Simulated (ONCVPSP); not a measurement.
Before and after: ONCV potential for Ge

```
Element                 : germanium (Ge)
Generator               : ONCVPSP 4.0.1
Type                    : optimised norm-conserving Vanderbilt (ONCV)
Functional              : PBE
Relativity              : fully relativistic
Frozen core             : [Ar] 3d10
Valence charge          : 4
Reference configuration : 4s2 4p2
Partial waves           : 4s: rc 1.80 bohr, ncon 4, nbas 9, qcut 3.8 1/bohr, 2 projectors, debl 3 Ha; 4p: rc 2.50 bohr, ncon 4, nbas 8, qcut 3.3 1/bohr, 1 projector; d scattering state at 0.25 Ha: rc 2.20 bohr, ncon 5, nbas 9, qcut 4.9 1/bohr, 2 projectors, debl 1 Ha
Local potential         : polynomial inside 1.25 bohr (lpopt 5, dvloc0 0 Ha)
Core correction         : Teter function, fcfact 4.75, rcfact 1.45
```

Open shells are filled in proportion to 2j + 1.

All-electron outer shells of the reference configuration (PBE, scalar-relativistic, ld1.x):

```
shell  level (eV)  outermost node (bohr)  outermost maximum (bohr)
   3p     -115.62                   0.23                      0.54
   3d      -29.31                      –                      0.50
   4s      -11.73                   0.77                      1.75
   4p       -3.90                   0.82                      2.22
```

Change: s: qcut 3.5; p: qcut 3.1; d: qcut 4.6.

Cutoffs: the cutoffs (Ha) at which the residual kinetic energy of the hardest occupied pseudo-wave falls to 1 and 0.1 mHa per electron; they do not see the model core or the augmentation charge, which bear on the density cutoff. Errors are all-electron minus pseudo energies relative to the spin-unpolarised reference configuration.

Problem. What does the change do?

Solution. The potential gets harder (8.0 Ha and 60 Ha → 14 Ha and 66 Ha); both files keep a bound ghost (d); of the 4 tests that both files solve, the error grows in 1 and shrinks in 0 by more than 15 % and 0.3 meV (median size 72.0 → 73.4 meV).

| quantity | base | changed |
| --- | --- | --- |
| cutoff, loose | 8.0 Ha | 14 Ha |
| cutoff, tight | 60 Ha | 66 Ha |
| loose cutoff by channel | s 8.0 Ha, p 2.8 Ha | s 14 Ha, p 2.8 Ha |
| bound ghosts | d5/2, d3/2 | d5/2, d3/2 |
| GHOST(+) flags under 300 eV | s at 92.8 eV | s at 93.5 eV |
| error for 4s2 4p1, meV [ΔE 7.45 eV] | -13 | -13 |
| error for 4s2 4p0, meV [ΔE 22.89 eV] | -131 | -132 |
| error for 4s1 4p0, meV [ΔE 57.68 eV] | -522 | -528 |
| error for 4s0 4p4, meV [ΔE 16.19 eV] | -11 | -15 |
| s: phases at 1.83 bohr within 0.05 rad from the reference energy up to (Ha; the scan ends near 5) | 3.3 | 3.3 |
| p3/2: phases at 2.54 bohr within 0.05 rad from the reference energy up to (Ha; the scan ends near 5) | 0.9 | 0.9 |
| p1/2: phases at 2.54 bohr within 0.05 rad from the reference energy up to (Ha; the scan ends near 5) | 0.9 | 0.9 |
| d5/2: phases at 2.23 bohr within 0.05 rad from the reference energy up to (Ha; the scan ends near 5) | 3.2 | 3.2 |
| d3/2: phases at 2.23 bohr within 0.05 rad from the reference energy up to (Ha; the scan ends near 5) | 3.2 | 3.2 |
| rms error of d²Exc/dni dnj with the model core, mHa | 2.55 | 2.52 |

Base: The cutoffs count occupied waves only; projector 2 of the d channel, the hardest unoccupied one, needs 72 Ha at the loose tolerance. Changed file: The cutoffs count occupied waves only; projector 2 of the d channel, the hardest unoccupied one, needs 72 Ha at the loose tolerance. A true bound ghost makes a file unfit for plane-wave use even where its test errors are small: the radial tests pick states by their node count and pass the ghost by.
